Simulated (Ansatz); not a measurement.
Molecule: C₃H₉BS₂ (charge 0, singlet). SMILES: CSB(C)SC
Geometry from a B3LYP-D3(BJ)/def2-TZVP (Ansatz, a program for electronic structure) optimisation:
```xyz
15

C     -1.7216    -1.5657    -0.0358
S     -1.5907     0.1882     0.4412
B      0.0731     0.8242     0.2054
C      0.1939     2.3687     0.5264
S      1.6258     0.0961    -0.3299
C      1.4375    -1.6640    -0.7624
H     -1.0993    -2.1963     0.5920
H     -1.4763    -1.7123    -1.0834
H     -2.7645    -1.8346     0.1211
H     -0.5234     2.6951     1.2818
H     -0.0142     2.9427    -0.3821
H      1.1945     2.6493     0.8604
H      1.1204    -2.2511     0.0942
H      2.4269    -1.9975    -1.0694
H      0.7496    -1.7996    -1.5915
```

Wanted: atomisation energy (electronic, to ground-state atoms), in kcal/mol. Cores are frozen in the correlated levels unless marked. UHF or UKS for open shells. No spin-orbit coupling. Non-relativistic. The coupled-cluster limit lacks core correlation, which all-electron functionals hold. Basis-set limits of correlation are two-point, X^-3; Hartree-Fock from the larger set.

```csv
level,program,atomisation energy (kcal/mol)
PBE/def2-TZVPD,Ansatz,1367.9
PBE-D4/def2-TZVPD,Ansatz + dftd4,1376.9
B3LYP-D3(BJ)/def2-TZVPD,Ansatz + dftd3,1350.8
PBE0-D3(BJ)/def2-TZVPD,Ansatz + dftd3,1360.8
LC-wPBE-D3(BJ)/def2-TZVPD,Ansatz + dftd3,1350.1
SCS-MP2/cc-pV(T+d)Z,Ansatz,1324.5
"CCSD(T)/CBS(cc-pV(T+d)Z,cc-pV(Q+d)Z)",Ansatz,[?]
```

Problem. Some entries are withheld; supply them.

Solution. 
- CCSD(T)/CBS(cc-pV(T+d)Z,cc-pV(Q+d)Z), atomisation energy (kcal/mol): 1347.2
